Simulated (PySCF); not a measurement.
**Vibration and rotation of TaN⁺**

ROHF-CCSD(T) constants of TaN⁺, ²Σ⁺ (doublet), unpaired electrons σ ↑ (basis Ta def2-TZVPPD with ECP60, N def2-TZVPPD; scalar-relativistic core potentials; PySCF 2.14; masses 180.9480 and 14.0031 u):

| Property | Result |
| --- | --- |
| ωe | 1071.1 cm⁻¹ |
| ωexe | 4.02 cm⁻¹ |
| Be | 0.46328 cm⁻¹ |
| αe | 0.00230 cm⁻¹ |
| D (centrifugal) | 3.47e-07 cm⁻¹ |
| De to Ta⁺ (5d3 6s1) + N | 5.40 eV |

(1) Give the vibrational terms G(v) and spacings up to v = 6.

(2) How well does the Morse estimate ωe²/(4ωexe) reproduce De, and what is D0?

Correlated steps freeze 1 core orbital. Spin–orbit coupling is left out, which matters for elements this heavy, above all for dissociation energies. For an ion De counts to the pair picked by the measured ionisation energies or electron affinities, which need not be the lowest pair at this level. The state is the lowest single determinant that the PBE0 search found; with open d or f shells the true ground state can be another one.

Results:

(1) G(v) = ωe(v+½) − ωexe(v+½)².

```tsv
v	G(v) (cm⁻¹)	G(v) − G(v−1)	Bv (cm⁻¹)
0	534.5		0.4621
1	1597.6	1063.1	0.4598
2	2652.6	1055.0	0.4575
3	3699.6	1047.0	0.4552
4	4738.5	1038.9	0.4529
5	5769.4	1030.9	0.4506
6	6792.3	1022.9	0.4483
```

(2) It gives 8.85 eV, 164 % of the computed De. D0 = De − G(0) = 5.40 − 0.07 = 5.33 eV.
